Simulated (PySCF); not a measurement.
Ligands exchanged one at a time, B NH2-I. Gas-phase values, no solvent. Strings in code marks are SMILES.

These are r2SCAN-D4/def2-TZVP (PySCF) values and carry that method's errors. Excitations are Tamm–Dancoff values on a coarser integration grid. The basis has no diffuse functions, so Rydberg states are missing or too high.

| species | S1 oscillator strength | S1 excitation (TDA) (eV) |
|---|---|---|
| 0 of 3 NH2 replaced by I (`NB(N)N`) | 0.000 | 6.28 |
| 1 of 3 NH2 replaced by I (`B(N)(N)I`) | 0.001 | 6.57 |
| 2 of 3 NH2 replaced by I | 0.000 | 5.22 |
| 3 of 3 NH2 replaced by I | 0.000 | 3.51 |
